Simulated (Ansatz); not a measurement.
Reaction (ligand exchange at the Si–S bond): `CO[SiH2]S` + CH₃SH → `CO[SiH2]SC` + H₂S

Isolated molecules relaxed with PBE0-D4/def2-TZVP in Ansatz; ΔE leaves out vibrations. CCSD(T)/CBS adds triple-zeta CCSD(T) − MP2 to the extrapolated MP2 energy (def2 sets, frozen cores). This one scheme is used for every species. One conformer a species, not always the lowest.

```json
{"species": "`CO[SiH2]S`", "CCSD(T)/CBS(cc) energy (Eh)": "-803.74138"}
{"species": "CH₃SH", "CCSD(T)/CBS(cc) energy (Eh)": "-438.22618"}
{"species": "`CO[SiH2]SC`", "CCSD(T)/CBS(cc) energy (Eh)": "-843.00029"}
{"species": "H₂S", "CCSD(T)/CBS(cc) energy (Eh)": "-398.97075"}
```

Task: Work out ΔE.

Result: ΔE = (-843.00029) + (-398.97075) − (-803.74138) − (-438.22618) = -0.00348 Eh = -0.09 eV. CCSD(T)/CBS gives -0.10 eV.

Largest T1 diagnostic among the species: 0.011.

Leaving LDA and LC-ωPBE aside and taking each functional with its dispersion term where it has one, the values, not all of them listed here, spread over 0.06 eV, from revPBE-D4 to B2PLYP. LDA lies −0.04 eV from PBE without D4. The D4 term adds −0.07 eV with B3LYP and −0.04 eV with PBE0; it sums over pairs of atoms, weighted by their polarisabilities, and B3LYP, whose exchange is more repulsive, gets the larger term.

B3LYP here is the variant with VWN-RPA as its local correlation; programs differ in this.
